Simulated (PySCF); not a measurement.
Mapped SMILES: `[CH3:1][CH:2]([CH3:3])[O:4][C:5]([CH3:6])([CH3:7])[CH3:8]`. Hydrogens are named by the atom that carries them.

- GFN2-xTB structure
- σ from GIAO-PBE0/pcSseg-1
- run in PySCF 2.14.0 with density-fitted response routines
- one conformer, equivalent nuclei averaged, non-relativistic Hamiltonian, no solvent model

δ = σ(ref) − σ, references computed at the same level: TMS for 13C (σ = 186.93 ppm) and 1H (σ = 31.72 ppm); 17O (σ = 336.08 ppm) vs H2O.

| atoms | nucleus | count | δ (ppm) |
| --- | --- | --- | --- |
| C1/C3 | 13C | 2 | 27.2 |
| H(C2) | 1H | 1 | ? |
| C6/C7/C8 | 13C | 3 | 29.8 |
| H(C6)/H(C7)/H(C8) | 1H | 9 | 1.18 |
| O4 | 17O | 1 | ? |
| H(C1)/H(C3) | 1H | 6 | 1.13 |
| C2 | 13C | 1 | 67.3 |
| C5 | 13C | 1 | 74.8 |

Question: Fill in the missing shifts.

Answer: 
- H(C2): 3.67 ppm, hydrogen on an sp3 CH bonded to O; its carbon carries O, an electronegative neighbour
- O4: 104.2 ppm, ether oxygen

Shifts are as computed. Against solution values, carbons near 30 ppm lie about +3 ppm off and those near 130 ppm about +5 ppm. Of 1211 compounds with measured shifts, 218 miss one by over three times the rms of a fit or turn the order of signals round; such compounds aren't used in these exercises. Experimental scales use liquid or dissolved standards, which lie at an offset from isolated H2O (liquid H2O: subtract about 36 ppm).
